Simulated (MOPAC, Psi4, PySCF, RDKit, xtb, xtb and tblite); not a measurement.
Two geometries of SMILES O(c1cc(ccc1)C)C, relaxed at GFN2-xTB with one dihedral held; other torsions can differ between them too.

Structure A

```
19

C      3.2165    -0.4696     0.2867
O      1.9352    -1.0366     0.4282
C      0.8539    -0.2313     0.1971
C      0.8532     0.8373    -0.6906
C     -0.3161     1.5511    -0.8946
C     -1.4816     1.2013    -0.2424
C     -1.4985     0.1190     0.6326
C     -2.7693    -0.2730     1.3240
C     -0.3286    -0.5891     0.8420
H      3.5025    -0.3697    -0.7663
H      3.2754     0.5100     0.7702
H      3.9047    -1.1586     0.7746
H      1.7529     1.1238    -1.2127
H     -0.3121     2.3860    -1.5802
H     -2.3871     1.7651    -0.4121
H     -3.4638    -0.7122     0.6079
H     -3.2514     0.5988     1.7627
H     -2.5781    -1.0015     2.1075
H     -0.3069    -1.4367     1.5099
```

Structure B

```
19

C      3.2109    -0.4502     0.2701
O      1.9476    -1.0557     0.4276
C      0.8554    -0.2378     0.2276
C      0.6193     0.4071    -0.9803
C     -0.5355     1.1518    -1.1399
C     -1.4595     1.2450    -0.1160
C     -1.2448     0.5872     1.0900
C     -2.2605     0.6712     2.1890
C     -0.0829    -0.1514     1.2499
H      3.3797    -0.1012    -0.7538
H      3.3305     0.3950     0.9568
H      3.9440    -1.2186     0.5099
H      1.3315     0.3286    -1.7878
H     -0.7181     1.6562    -2.0775
H     -2.3589     1.8278    -0.2525
H     -3.1445     0.0907     1.9252
H     -2.5739     1.7021     2.3438
H     -1.8600     0.2808     3.1208
H      0.1113    -0.6796     2.1714
```

### Question
Which is lower in energy at the level B3LYP-D3(BJ)/def2-SVP // GFN2-xTB run with Psi4, and by how much?

### Answer
A is lower, by 1.98 kcal/mol (dihedral C1–O2–C3–C4: 30° in A, 60° in B).

E(B) − E(A) in kcal/mol at the other levels, on the same two geometries: GFN2-xTB (xtb and tblite) 2.41; MMFF94 // GFN2-xTB (RDKit) 1.44; B3LYP/def2-SVP // GFN2-xTB (Psi4) 1.94; PBE/def2-SVP // GFN2-xTB (Psi4) 2.34; PBE-D3(BJ)/def2-SVP // GFN2-xTB (Psi4) 2.35; UFF // GFN2-xTB (RDKit) 2.14; PM3, restricted, heats of formation // GFN2-xTB (MOPAC) 0.36; PM7, restricted, heats of formation // GFN2-xTB (MOPAC) 1.24; GFN1-xTB // GFN2-xTB (xtb) 1.74; restricted B3LYP/6-31G*, spherical d, density fitting // GFN2-xTB (PySCF) 1.68; restricted LDA (SVWN5)/6-31G*, spherical d, density fitting // GFN2-xTB (PySCF) 2.76; restricted B3LYP/3-21G, density fitting // GFN2-xTB (PySCF) 1.89; restricted MP2 (frozen core)/6-31G*, spherical d // GFN2-xTB (PySCF) 1.30.
